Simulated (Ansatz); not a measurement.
Molecule: 1,1-difluoro-1-methoxyethane, C$_{3}$H$_{6}$F$_{2}$O, net charge 0, singlet state. 
Coordinates optimised at B3LYP-D3(BJ)/def2-TZVP (Ansatz, an electronic-structure program):
```
C
F 1 1.3569
O 1 1.3657 2 105.26
F 1 1.3824 2 106.05 3 -116.13
C 3 1.4267 1 116.69 2 -177.52
H 5 1.0867 3 105.77 1 171.09
H 5 1.0909 6 109.43 3 119.76
H 5 1.0927 6 109.11 7 120.34
C 1 1.5112 2 109.88 3 126.46
H 9 1.0881 1 108.96 2 55.27
H 9 1.0883 10 108.78 1 -120.67
H 9 1.0888 10 109.55 11 -119.79
```

Quantity: vertical triplet-singlet gap (E(triplet) - E(singlet); each state is the SCF solution reached for its spin), in kJ/mol. Correlated levels leave the core frozen unless marked. Open shells are spin-unrestricted. Spin-orbit coupling is left out. No relativistic terms. 

```csv
level,program,vertical triplet-singlet gap (kJ/mol)
SVWN5/def2-TZVPD,Ansatz,719.1
r2SCAN/def2-TZVPD,Ansatz,743.4
B3LYP/def2-TZVPD,Ansatz,752.9
PBE0/def2-TZVPD,Ansatz,757.4
CAM-B3LYP/def2-TZVPD,Ansatz,782.0
wB97M-V/def2-TZVPD,Ansatz,793.7
MP2/aug-cc-pVDZ,Ansatz,817.4
SCS-MP2/aug-cc-pVDZ,Ansatz,816.9
CCSD(T)/aug-cc-pVDZ,Ansatz,768.6
```
